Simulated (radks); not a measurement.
Excited configurations of Kr+: one electron is placed in a higher orbital outside [Ar] 3d10 4s2 4p4. The ground configuration is [Ar] 3d10 4s2 4p5. Method: scalar-relativistic Kohn-Sham, PBE, spin-unpolarised, spherical densities, finite nucleus; Fermi nuclear charge, rms radius 4.1884 fm; computed with a radial shooting solver on a logarithmic mesh with Libxc functionals. Excitation = E - E(ground); binding = E(ion) - E, where the ion is the core of charge +2; n* = 2/sqrt(2 binding) in atomic units, and the quantum defect is n - n*.

[
 {"outer orbital": "5s", "excitation (eV)": "14.965", "binding (eV)": "10.210", "n*": "2.309", "quantum defect": "2.691", "<r> (bohr)": "4.189"},
 {"outer orbital": "5p", "excitation (eV)": "17.588", "binding (eV)": "7.587", "n*": "2.678", "quantum defect": "2.322", "<r> (bohr)": "5.166"},
 {"outer orbital": "5f", "excitation (eV)": "22.780", "binding (eV)": "2.395", "n*": "4.767", "quantum defect": "0.233", "<r> (bohr)": "14.54"},
 {"outer orbital": "6s", "excitation (eV)": "20.052", "binding (eV)": "5.123", "n*": "3.259", "quantum defect": "2.741", "<r> (bohr)": "8.295"},
 {"outer orbital": "6f", "excitation (eV)": "23.462", "binding (eV)": "1.713", "n*": "5.636", "quantum defect": "0.364", "<r> (bohr)": "21.88"},
 {"outer orbital": "7s", "excitation (eV)": "22.095", "binding (eV)": "3.080", "n*": "4.203", "quantum defect": "2.797", "<r> (bohr)": "13.78"},
 {"outer orbital": "7p", "excitation (eV)": "22.546", "binding (eV)": "2.629", "n*": "4.550", "quantum defect": "2.450", "<r> (bohr)": "15.75"},
 {"outer orbital": "7d", "excitation (eV)": "23.256", "binding (eV)": "1.919", "n*": "5.325", "quantum defect": "1.675", "<r> (bohr)": "20.84"}
]

The Delta-SCF ionisation energy is 25.175 eV (NIST Atomic Spectra Database: 24.360 eV, measured). Self-interaction in the functional shifts the binding energies and quantum defects, so they are the method's values and not measured ones. Spin polarisation and multiplet splitting are left out, so open shells lie too high by an amount that depends on their filling.

Beside tabulated values, note that spin-unpolarised runs miss the spin-polarisation part of the exchange energy of open shells.
